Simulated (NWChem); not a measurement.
Everything below was run with NWChem. System: CClF, charge 0, spin multiplicity 3, at the geometry of a parent with another charge or spin, in a state set for the comparison that need not be this species' ground state. Its SCF solution wasn't tested for a lower state. Level: UB2PLYP/def2-TZVP, 7 core orbitals frozen.

The NWChem input:

```
start mol
memory heap 200 mb stack 900 mb global 1100 mb
geometry units angstroms nocenter noautoz
  F      0.252680    -1.473841     0.000000
  C     -0.685351    -0.585655     0.000000
  Cl     0.108117     0.986970     0.000000
  symmetry group Cs
end
basis spherical
  * library def2-tzvp
end
dft
  xc hfexch 0.53 becke88 0.47 lyp 0.73 mp2 0.27
  dftmp2
  odft
  mult 3
  semidirect memsize 60000000 filesize 0
  iterations 100
end
mp2
  freeze core 7
end
task dft energy
```

Output (cleaned and shortened):

```
             Northwest Computational Chemistry Package (NWChem) 7.3.0
             --------------------------------------------------------

                                NWChem Input Module
                                -------------------

 Scaling coordinates for geometry "geometry" by  1.889725989
 (inverse scale =  0.529177249)

 Turning off AUTOSYM since
 SYMMETRY directive was detected!

                             Geometry "geometry" -> ""
                             -------------------------

 Output coordinates in angstroms (scale by  1.889725989 to convert to a.u.)

  No.       Tag          Charge          X              Y              Z
 ---- ---------------- ---------- -------------- -------------- --------------
    1 F                    9.0000     0.25268000    -1.47384100     0.00000000
    2 C                    6.0000    -0.68535100    -0.58565500     0.00000000
    3 Cl                  17.0000     0.10811700     0.98697000     0.00000000

 Effective nuclear repulsion energy (a.u.)      85.6081254425

            Nuclear Dipole moment (a.u.)
            ----------------------------
        X                 Y               Z
 ---------------- ---------------- ----------------
     0.0000056692    -0.0000170075     0.0000000000

      Symmetry information
      --------------------

 Group name             Cs
 Group number              2
 Group order               2
 No. of unique centers     3

      Symmetry unique atoms

     1    2    3


 Summary of "ao basis" -> "" (spherical)
 ------------------------------------------------------------------------------
       Tag                 Description            Shells   Functions and Types
 ---------------- ------------------------------  ------  ---------------------
 *                         def2-tzvp                  on all atoms

  dft_input: which_mp2 not specified, using semidirect MP2 by default.

                                 NWChem DFT Module
                                 -----------------

 Summary of "ao basis" -> "ao basis" (spherical)
 ------------------------------------------------------------------------------
       Tag                 Description            Shells   Functions and Types
 ---------------- ------------------------------  ------  ---------------------
 F                         def2-tzvp                11       31   5s3p2d1f
 C                         def2-tzvp                11       31   5s3p2d1f
 Cl                        def2-tzvp                13       37   5s5p2d1f

 Summary of "ao basis" -> "ao basis" (spherical)
 ------------------------------------------------------------------------------
       Tag                 Description            Shells   Functions and Types
 ---------------- ------------------------------  ------  ---------------------
 F                         def2-tzvp                11       31   5s3p2d1f
 C                         def2-tzvp                11       31   5s3p2d1f
 Cl                        def2-tzvp                13       37   5s5p2d1f

      Symmetry analysis of basis
      --------------------------

        a'         67
        a"         32

            General Information
            -------------------
          SCF calculation type: DFT
          Wavefunction type:  spin polarized.
          No. of atoms     :     3
          No. of electrons :    32
           Alpha electrons :    17
            Beta electrons :    15
          Charge           :     0
          Spin multiplicity:     3
[...]
    beta     41     42     43     44     46     45     47     48     49     50
 overlap   0.996  0.995  0.998  0.998  0.993  0.999  0.995  0.999  0.999  0.998

   alpha     51     52     53     54     55     56     57     58     59     60
    beta     51     52     53     54     55     56     57     59     58     60
 overlap   0.998  0.998  0.999  0.995  0.999  0.996  0.960  0.992  0.997  0.958

   alpha     61     62     63     64     65     66     67     68     69     70
    beta     61     62     63     64     65     66     67     68     69     70
 overlap   0.969  0.994  0.997  0.997  0.997  0.997  0.989  0.946  0.921  0.919

   alpha     71     72     73     74     75     76     77     78     79     80
    beta     71     72     73     74     75     76     77     78     79     80
 overlap   0.882  0.912  0.996  0.997  0.998  0.997  1.000  0.991  0.993  1.000

   alpha     81     82     83     84     85     86     87     88     89     90
    beta     81     82     83     84     85     86     87     88     89     90
 overlap   1.000  1.000  1.000  1.000  1.000  1.000  1.000  1.000  1.000  1.000

   alpha     91     92     93     94     95     96     97     98     99
    beta     91     92     93     94     95     96     97     98     99
 overlap   1.000  1.000  1.000  1.000  1.000  1.000  1.000  1.000  1.000

     --------------------------
     Expectation value of S2:
     --------------------------
      <S2> =      2.0086 (Exact =     2.0000)

 center of mass
 --------------
 x =   0.01022766 y =  -0.01476079 z =   0.00000000

 moments of inertia (a.u.)
 ------------------
         283.699055935583          -5.269487767376           0.000000000000
          -5.269487767376          25.912695283229           0.000000000000
           0.000000000000           0.000000000000         309.611751218813

     Multipole analysis of the density
     ---------------------------------

     L   x y z        total         alpha         beta         nuclear
     -   - - -        -----         -----         ----         -------
     0   0 0 0     -0.000000    -17.000000    -15.000000     32.000000

     1   1 0 0     -0.178889      1.256241     -1.435135      0.000006
     1   0 1 0     -0.032137      0.905572     -0.937692     -0.000017
     1   0 0 1     -0.000000      0.000000     -0.000000      0.000000

     2   2 0 0    -16.517557    -18.168101    -11.175213     12.825758
     2   1 1 0      0.976222     -2.971842      0.839010      3.109055
     2   1 0 1      0.000000      0.000000     -0.000000      0.000000
     2   0 2 0    -17.022750    -79.625252    -73.696747    136.299249
     2   0 1 1     -0.000000     -0.000000      0.000000      0.000000
     2   0 0 2    -17.257627     -9.861133     -7.396494      0.000000

                   NWChem MP2 Semi-direct Energy/Gradient Module
                   ---------------------------------------------

  Basis functions       =     99
  Molecular orbitals    =     99
  Frozen core           =      7
  Frozen virtuals       =      0
  Active alpha occupied =     10
  Active beta occupied  =      8
  Active alpha virtual  =     82
  Active beta virtual   =     84
  Use MO symmetry       = T
  Use skeleton AO sym   = T

  AO/Fock/Back tols     =   1.0D-09  1.0D-09  1.0D-09

 GA uses MA = F    GA memory limited = T

 Available:
  local mem=  4.43D+07
 global mem=  1.44D+08
 local disk=  0.00D+00
  mp2_memr nvloc                    82
  nvloc new                    82
   1 passes of  10:        5242880                      60977                  13454997.
   1 passes of  10: M     44319908           G      144159598           F      39077028.

 Semi-direct pass number   1 of   1  for UHF alpha       at        2.3s
  vrange nnbf                  4820
  mp2_eaftype                    51  avail_ma_in_mb                   386
 EAF : mp2_eaftype filesize          51    6727498.
  mp2_eaf for mointskh                     51
Node 0 wrote     31.6 Mb in      0.0 s     Agg I/O rate:  6600.1 Mb/s
 Done moints_semi at        3.7s
  mp2_eaftype                    51  avail_ma_in_mb                   386
 EAF : mp2_eaftype filesize          51    6727498.
  mp2_eaf for kh                    51
 Done maket at        3.8s
 Done multipass loop at        3.8s

 GA uses MA = F    GA memory limited = T

 Available:
  local mem=  4.43D+07
 global mem=  1.44D+08
 local disk=  0.00D+00
  mp2_memr nvloc                    84
  nvloc new                    84
   1 passes of   8:        5242880                      53580                  11029573.
   1 passes of   8: M     44319908           G      144159598           F      39077028.

 Semi-direct pass number   1 of   1  for UHF beta        at        3.8s
  vrange nnbf                  4820
  mp2_eaftype                    42  avail_ma_in_mb                   386
 EAF : mp2_eaftype filesize          42    5514786.
  mp2_eaf for mointskh                     42
Node 0 wrote     25.9 Mb in      0.0 s     Agg I/O rate:  5072.0 Mb/s
 Done moints_semi at        5.3s
  mp2_eaftype                    42  avail_ma_in_mb                   386
 EAF : mp2_eaftype filesize          42    5514786.
  mp2_eaf for kh                    42
 Done maket at        5.3s
 Done multipass loop at        5.3s

          -------------------------------------------
          DFT energy                    -597.661256961202
          Unscaled MP2 energy             -0.649848411072
          Total DFT+MP2 energy          -597.836716032192
          -------------------------------------------

 -----------------------
 Performance information
 -----------------------

 Timer overhead =  1.30D-07 seconds/call

               Nr. of calls         CPU time (s)                 Wall time (s)                GFlops
             ---------------    -------------------     ------------------------------   -------------------
Name         Min   Avg   Max    Min     Avg     Max     Min     Avg     Max   Mx/calls   Min     Max     Sum
mp2: moin     2     2     2    2.9     2.9     2.9      2.9     2.9     2.9     1.4      0.0     0.0     0.0
mp2: make     2     2     2   0.15    0.15    0.15     0.15    0.15    0.15    7.69E-2   0.0     0.0     0.0
mp2: tota     1     1     1    3.1     3.1     3.1      3.1     3.1     3.1     3.1      0.0     0.0     0.0

 The average no. of pstat calls per process was 5.00D+00
 with a timing overhead of 6.48D-07s

 Task  times  cpu:        5.3s     wall:        5.3s

 Total times  cpu:        5.3s     wall:        5.3s
```
